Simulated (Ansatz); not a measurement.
The same path of a periodic cell of 17 atoms, Ba$_{16}$C (host Ba, host structure bcc, interstitial C) was run twice with different band settings. Lost on the way: Ba9–C17. Made: Ba6–C17.

Level of theory: DFT PBE, scalar-relativistic, plane waves, PAW (Ansatz). Settings: cutoff 420 eV, k mesh 2x2x2, gaussian smearing 0.05 eV, no spin polarisation.

Relaxed end points:

```xyz
17
Lattice="10.0400 0.0000 0.0000 0.0000 10.0400 0.0000 0.0000 0.0000 10.0400" Properties=species:S:1:pos:R:3
Ba 0.070 -0.002 -0.053
Ba 4.948 -0.002 -0.053
Ba 0.092 5.017 0.120
Ba -0.108 -0.003 5.125
Ba 2.509 2.633 2.716
Ba 4.926 5.017 0.120
Ba 5.126 -0.003 5.125
Ba 7.529 2.399 2.404
Ba 0.127 5.019 4.807
Ba 2.509 7.403 2.714
Ba 2.509 2.598 7.415
Ba 4.890 5.019 4.808
Ba 7.529 7.636 2.404
Ba 7.529 2.582 7.580
Ba 2.509 7.439 7.416
Ba 7.529 7.454 7.582
C 2.509 5.018 3.756
```

```xyz
17
Lattice="10.0400 0.0000 0.0000 0.0000 10.0400 0.0000 0.0000 0.0000 10.0400" Properties=species:S:1:pos:R:3
Ba -0.057 0.002 0.077
Ba 5.131 0.002 -0.115
Ba 0.127 5.022 0.098
Ba -0.057 0.002 4.943
Ba 2.729 2.629 2.510
Ba 4.798 5.021 0.119
Ba 5.131 0.002 5.135
Ba 7.405 2.608 2.510
Ba 0.127 5.022 4.922
Ba 2.731 7.414 2.510
Ba 2.398 2.397 7.530
Ba 4.797 5.021 4.901
Ba 7.405 7.435 2.510
Ba 7.586 2.590 7.530
Ba 2.399 7.647 7.530
Ba 7.585 7.453 7.530
C 3.762 5.021 2.510
```

Common settings: movable images 3; climbing image yes; force threshold 0.05 eV/Å; end points relaxed.

| run | spring | optimiser | start path | iteration limit |
| --- | --- | --- | --- | --- |
| 1 | 5.0 eV/Å² | quadratic models (default) | straight line | 80 |
| 2 | 50.0 eV/Å² | fire | default | 50 |

(1) What does each run give, and how far can it be trusted?

Answers

(1) Run 1: converged after 9 iterations, highest image 0.027 eV above the first end. By the program's own check the climbing image is of a kind that is not told: the force calls were inconclusive, a negative curvature could not be distinguished from the path's own, the only one lies far off the path, or fixed occupations may fill a level only in part (lowest curvatures found: 0.07 and 0.33 eV/Å²).
Run 2: converged after 28 iterations, highest image 0.033 eV above the first end. The order of the stationary point at the top wasn't checked.
Limits of this set-up: coarse k mesh.
